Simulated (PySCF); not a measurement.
`Brc1cccs1` (2-bromothiophene). Level of theory: PySCF, PBE0-D3(BJ)/def2-SVP geometry optimisation, gas phase.

```
atom  x, y, z in Å
Br1    2.7827    0.6684    1.2364
C2     1.0881    0.3983    0.5110
C3     0.5585   -0.7834    0.0625
C4    -0.7672   -0.6133   -0.4276
C5    -1.2064    0.6806   -0.3373
S6    -0.0128    1.7152    0.3411
H7     1.1009   -1.7285    0.0849
H8    -1.3727   -1.4249   -0.8332
H9    -2.1711    1.0876   -0.6378
```

Problem. Which two atoms are farthest apart?

Solution. Br1···H9, 5.31 Å; the next longest distance is 5.09 Å.

Problem. Work out the bond lengths Br1–C2, C2–S6, C3–C4, C3–H7, C4–C5, C4–H8, C5–H9 in pm.

Solution. For Br1–C2 the difference vector is (-1.6946, -0.2701, -0.7254) Å, of length 1.8630 Å. Br1–C2 186.3; C2–S6 172.5; C3–C4 142.4; C3–H7 109.0; C4–C5 136.9; C4–H8 109.1; C5–H9 108.9 pm.

Problem. What are the angles C4–C3–H7, C2–C3–C4, C5–C4–H8, S6–C5–H9, C4–C5–S6?

Solution. From the scalar product of the two bond vectors; for C4–C3–H7 it is -0.8908 Å² over 1.4236 × 1.0899 Å², cos θ = -0.5741. C4–C3–H7 125.0°; C2–C3–C4 111.7°; C5–C4–H8 123.3°; S6–C5–H9 119.9°; C4–C5–S6 111.8°.

Problem. What is the repulsion energy of the bare nuclei, Σ ZA·ZB/RAB?

Solution. 451.06 Eh over 36 pairs, with full nuclear charges and distances in bohr; the largest single term is 95.09 Eh (Br1 with S6).

Problem. How far apart are these pairs, which share no bond: Br1···C3, Br1···C4, C2···H7, C4···H9, C5···H8, S6···H7, S6···H9?

Solution. Br1···C3 2.904 Å (2 bonds apart); Br1···C4 4.125 Å (3 bonds apart); C2···H7 2.169 Å (2 bonds apart); C4···H9 2.215 Å (2 bonds apart); C5···H8 2.169 Å (2 bonds apart); S6···H7 3.628 Å (3 bonds apart); S6···H9 2.452 Å (2 bonds apart).

Problem. Write the matrix of distances between heavy atoms (Å, lower triangle).

Solution. 
```
Br1   0.000
C2    1.863  0.000
C3    2.904  1.370  0.000
C4    4.125  2.312  1.424  0.000
C5    4.288  2.463  2.328  1.369  0.000
S6    3.116  1.725  2.578  2.566  1.719  0.000
```

Stationary, but not proved a minimum.
